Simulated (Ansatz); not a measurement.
Born–Oppenheimer molecular dynamics of C$_{2}$H$_{8}$OSSi (13 atoms, charge 0, multiplicity 1). It starts at the highest image of a converged band. Of that band: The profile has 2 maxima (images 2, 7) with wells between them (image 4): this band takes more than one step, which may be the mechanism or a detour left from its start path. Neighbouring images differ by up to 2.3 eV, so the band resolves the path poorly. A vibrational analysis at the climbing image gives one clearly imaginary mode, 1258i cm⁻¹: a first-order saddle point.

Level of theory: RKS B3LYP-D4/def2-SVP in Ansatz.

| Quantity | Value |
| --- | --- |
| ensemble | NVE (velocity Verlet) |
| time step | 0.5 fs |
| steps asked | 200 |
| starting velocities drawn for | 100 K |
| seed | 4018 |

First frame:

```xyz
13
Properties=species:S:1:pos:R:3
Si -0.271 0.386 0.507
S 2.232 -0.381 -0.095
O -1.726 -0.462 0.581
C -0.769 -1.495 0.201
H 0.725 -1.080 0.007
H 0.158 0.781 1.864
C -0.294 1.618 -0.883
H 2.491 -0.741 1.184
H -0.661 -2.288 0.959
H -0.964 -1.915 -0.800
H -1.241 2.180 -0.861
H 0.558 2.310 -0.817
H -0.238 1.087 -1.846
```

Q: How far do the bonds stretch over the last three quarters of this one trajectory? (Pairs bonded in most of those frames.)

A: 
| bond | mean (Å) | spread (Å) | shortest | longest |
| --- | --- | --- | --- | --- |
| Si1–S2 | 2.273 | 0.222 | 1.91 | 2.65 |
| Si1–O3 | 1.709 | 0.042 | 1.63 | 1.77 |
| Si1–H6 | 1.494 | 0.017 | 1.46 | 1.53 |
| Si1–C7 | 1.889 | 0.036 | 1.83 | 1.94 |
| S2–H8 | 1.356 | 0.007 | 1.34 | 1.37 |
| O3–C4 | 1.458 | 0.035 | 1.40 | 1.52 |
| C4–H5 | 1.136 | 0.107 | 0.97 | 1.29 |
| C4–H9 | 1.106 | 0.016 | 1.07 | 1.14 |
| C4–H10 | 1.106 | 0.017 | 1.07 | 1.15 |
| C7–H11 | 1.103 | 0.014 | 1.08 | 1.13 |
| C7–H12 | 1.104 | 0.008 | 1.09 | 1.12 |
| C7–H13 | 1.103 | 0.024 | 1.07 | 1.14 |

Mean temperature of the second half: 1467 K. The conserved energy stayed within 0.44 meV per atom of its start (net change 0.056 meV per atom), so the integration is sound. The system heated up, since it started high on the potential surface and ran downhill. A run of 0.1 ps of so small a system gives no equilibrium averages. The orbitals stay closed-shell, which can raise the energy where a bond breaks towards radicals; this wasn't checked here.

Run time: 9.2 min on 2 threads of Arm Neoverse V2 (shared host), peak memory 0.28 GiB.
